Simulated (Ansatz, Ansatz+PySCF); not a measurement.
```xyz
4

Li    1.1931    0.0000    0.0000
Li   -1.1931    0.0000    0.0000
F     0.0000    1.3959    0.0000
F     0.0000   -1.3959    0.0000
```

RHF on singlet Li₂F₂ was run in several spherical basis sets with Ansatz (development build ahead of 0.2.0).

(1) Rank the basis sets by the total energy that they give, lowest first, with the distance from the lowest.
A. def2-TZVP
B. cc-pVDZ
C. cc-pVTZ
D. 6-31G(d)
E. def2-SVP

## Answers

(1) A (0.00 eV), C (0.19 eV), B (1.79 eV), D (2.46 eV), E (7.06 eV).

Totals follow the description of the cores as much as that of the bonds, so this order isn't one of quality for chemistry.
